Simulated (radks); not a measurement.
The numbers below are computed, except where a source is named.
The sulfur anion S2-, [Ar], held by a Watson sphere: a shell of charge +2 at radius R that stands for the Madelung well of a crystal (potential energy -2/R inside, -2/r outside, in hartree with lengths in bohr). Code: a radial shooting solver on a logarithmic mesh with Libxc functionals. Model: non-relativistic Kohn-Sham, LDA (Slater exchange, VWN5 correlation), spin-polarised, spherical densities, point nucleus. Response by self-consistent Sternheimer equations with the Hartree and adiabatic LDA kernel. The sphere does not respond.

R (bohr)  e(2p) (eV)  e(3s) (eV)  e(3p) (eV)  <r> 3p (bohr)  sum of <r^2> (bohr^2)  X-ray form factor at sin(theta)/lambda = 0.2 1/angstrom  alpha (bohr^3)
2.06         -153.39     -18.202      -8.429          2.083                  40.03                                                   11.480           24.12
2.12         -153.36     -18.017      -8.306          2.099                  40.59                                                   11.446           24.96
2.47         -153.22     -16.992      -7.568          2.190                  43.87                                                   11.281           30.63
3.15         -152.80     -15.335      -6.179          2.346                  49.93                                                   11.106           45.81
3.53         -152.47     -14.591      -5.485          2.422                  53.13                                                   11.063           57.12
4.3          -151.77     -13.399      -4.299          2.555                  59.34                                                   11.036           88.01
